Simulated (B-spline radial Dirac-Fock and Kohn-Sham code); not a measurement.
Pd 2p3/2: cross section and angular parameters

System: the free palladium atom in the configuration [Kr] 4d10; threshold 3173.0 eV (tabulated edge). Calculated with a radial B-spline solver, using Dirac-Hartree-Slater photoionisation with a Latter tail; cross sections with all multipoles, angular parameters from the dipole term and its interference with E2.

Input file task.json (cfg lists n, l and occupation; rrms is the nuclear radius in fm):

```json
{"items": [{
  "Z": 46,
  "q": 0,
  "cfg": [[1, 0, 2], [2, 0, 2], [2, 1, 6], [3, 0, 2], [3, 1, 6], [3, 2, 10], [4, 0, 2], [4, 1, 6], [4, 2, 10]],
  "A": 106,
  "rrms": 4.5318,
  "do": "xps",
  "hv": [51.8, 74.6, 80, 111.0, 134.0, 168.0, 188.0, 200, 248.0, 300, 416.0, 449.0, 572.0, 717.0, 743.0, 762.0, 800, 983.0, 1486.9, 2000, 2470.0, 2510.0, 4000, 4950.0, 6000, 7290.0, 7460.0, 7670.0, 11000.0, 13900.0],
  "edges": {"K": 24350.0, "L1": 3604.0, "L2": 3330.0, "L3": 3173.0, "M1": 671.6, "M2": 559.9, "M3": 532.3, "M4": 340.5, "M5": 335.2, "N1": 87.1}
}]}
```

Run with: `python xray2_run.py task.json out`

For linearly polarised light dσ/dΩ = σ/(4π) [1 + β P₂(cos θ) + (δ + γ cos²θ) sin θ cos φ], with θ from the polarisation vector and φ the angle between the beam and the projection of the electron momentum on the plane normal to the polarisation.

```
hν (eV)  σ (kb)      β       γ      δ
   4000    93.8  1.408  -0.067  0.023
   4950       ?      ?       ?      ?
   6000    30.1  1.481   0.649  0.049
   7290    17.0  1.446   0.955  0.063
   7460    15.9  1.440   0.990  0.064
   7670    14.6  1.433   1.032  0.067
  11000    4.85  1.310   1.537  0.104
  13900    2.32  1.208   1.820  0.139
```

**Question.** Give the values at 4950 eV.

**Answer.** σ = 52.1 kb, β = 1.484, γ = 0.323, δ = 0.038.
